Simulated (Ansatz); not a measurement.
Species: sum formula AlBr2Cl, net charge 0, singlet state. SMILES: [Cl][Al]([Br])[Br]
Geometry from a B3LYP-D3(BJ)/def2-TZVP (Ansatz, a quantum-chemistry and plane-wave program) optimisation:
```xyz
4

Cl    -0.5643     2.4394    -0.0554
Al    -0.0957     0.4137    -0.0094
Br     2.0445    -0.2310     0.0621
Br    -1.7348    -1.1075    -0.0316
```

Parts of the frozen-core correlation energy in STO-3G (Ansatz, hartree). Frozen orbitals: 38; correlated occupied orbitals by spin: 12 and 12; virtual: 4 and 4. Spin-orbit coupling is left out. No relativistic terms.

| term | value |
|---|---|
| reference (HF) | -5783.17821 |
| MP2 opposite-spin | ___ |
| MP2 same-spin | ___ |
| CCSD correlation | -0.04278 |
| (T) | ___ |
| T1 diagnostic | 0.009 |
| largest doubles amplitude | 0.038 |

Task: What belongs in the gaps?

Result: 
- MP2 opposite-spin, value: -0.02852
- MP2 same-spin, value: -0.00651
- (T), value: -0.00172
